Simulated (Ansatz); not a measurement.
```yaml
crystal:
  periodic: [false, false, false]
  atoms:
    - {symbol: O, position_ang: [-0.513887, 0.368478, 1.262808]}
    - {symbol: Zr, position_ang: [0.135371, -0.155808, -0.295767]}
    - {symbol: Cl, position_ang: [2.029251, -1.526722, -0.155963]}
    - {symbol: Cl, position_ang: [-1.476369, -1.169391, -1.512543]}
    - {symbol: Cl, position_ang: [0.643074, 1.882433, -1.403261]}
    - {symbol: H, position_ang: [-0.708724, 0.411891, 2.255577]}
basis:
  gaussian: {orbitals: def2-SVPD}
hamiltonian: {xc: {name: SVWN5}}
accuracy: high
```

```sh
$ ansatz run in.yaml --threads 4 --pin off --events-out ev --progress --plain --max-ram 10444MiB
```

Output, abridged:

```
Functional definition: SVWN5
2767 factors; integrals over basis functions are off by at most 3.8e-9 eV
mean field evaluation 1: about -40760.9817 eV, gradient 6.6e1 eV
mean field evaluation 2: about -40689.8660 eV, gradient 1.9e2 eV
mean field evaluation 4: about -40768.2107 eV, gradient 1.6e1 eV
mean field evaluation 8: about -40768.9438 eV, gradient 4.7e-1 eV
mean field evaluation 16: about -40768.9443 eV, gradient 1.9e-4 eV
mean field -40768.94429487 eV, -1498.2310686534 hartree, gradient 3.0e-8 eV, S^2 0.000000; 0 other end points of the search recorded, 0 dependent functions left out
reference -40768.94429975 eV, -1498.2310688327 hartree; 36, 36 occupied and 110, 110 virtual orbitals, 2767 factors
Total energy: -40768.94429975 eV, -1498.2310688327 hartree
```

It took 6 s on 4 threads of an Arm Neoverse N1 on a shared host, with 0.54 GiB of host memory at the peak.
